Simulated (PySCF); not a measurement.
O²⁺ (oxygen, charge +2) across methods

[He] 2s1 2p2 3s1, high-spin 5P determinant (an excited configuration). Calculation: PySCF 2.14, in aug-cc-pVTZ-DK; the spin-free X2C one-electron Hamiltonian (Gaussian nucleus).

| method | E (hartree) | mean ε 2s α (eV) | mean ε 2p α (eV) | mean ε 3s α (eV) | Σ⟨r²⟩ (bohr²) | ⟨S²⟩ |
| --- | --- | --- | --- | --- | --- | --- |
| B97-3 | -71.7640 | -75.177 | -59.972 | -19.486 | 13.73 | 6.000 |
| B3LYP | -71.7739 | -74.027 | -59.164 | -19.253 | 13.69 | 6.000 |
| M06 | -71.7468 | -74.340 | -59.248 | -19.309 | 13.66 | 6.000 |
| r2SCAN | -71.7796 | -72.877 | -58.058 | -18.754 | 13.89 | 6.000 |
| UHF | -71.68181 | -85.779 | -68.719 | -21.351 | 13.97 | 6.000 |
| PBE | -71.7174 | -71.238 | -56.790 | -18.719 | 13.64 | 6.000 |
| PBE0 | -71.7320 | -74.984 | -59.882 | -19.460 | 13.72 | 6.000 |
| LDA | -71.2216 | -70.852 | -56.585 | -18.801 | 13.65 | 6.000 |
| r2SCAN0 | -71.7799 | -76.122 | -60.776 | -19.464 | 13.87 | 6.000 |

The outer electron is Rydberg-like, and this basis confines it to a smaller radius and binds it less than a complete one would.
